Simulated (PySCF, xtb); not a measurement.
N-methylpropan-2-imine (C₄H₉N), SMILES CN=C(C)C.

Harmonic wavenumbers (cm⁻¹) from GFN2-xTB (xtb 6.7.1) at its own minimum, in rising order: 79, 123, 167, 261, 267, 371, 487, 553, 827, 917, 964, 1009, 1058, 1069, 1118, 1145, 1246, 1379, 1385, 1393, 1464, 1469, 1470, 1473, 1480, 1491, 1740, 2924, 2938, 2995, 3008, 3009, 3011, 3018, 3053, 3068.

Problem. What does PBE-D3(BJ)/def2-SVP (PySCF) give at its own minimum? (An estimate is asked for; the answer gives what the named calculation found.)

Solution. 71, 118, 187, 272, 287, 378, 496, 550, 775, 875, 916, 965, 1039, 1047, 1057, 1137, 1225, 1316, 1330, 1353, 1386, 1400, 1401, 1404, 1410, 1427, 1697, 2904, 2958, 2962, 2969, 3030, 3033, 3041, 3081, 3099. Paired by order, the mean absolute difference is 35 cm⁻¹ and the zero-point energies are 76.4 and 75.2 kcal/mol.
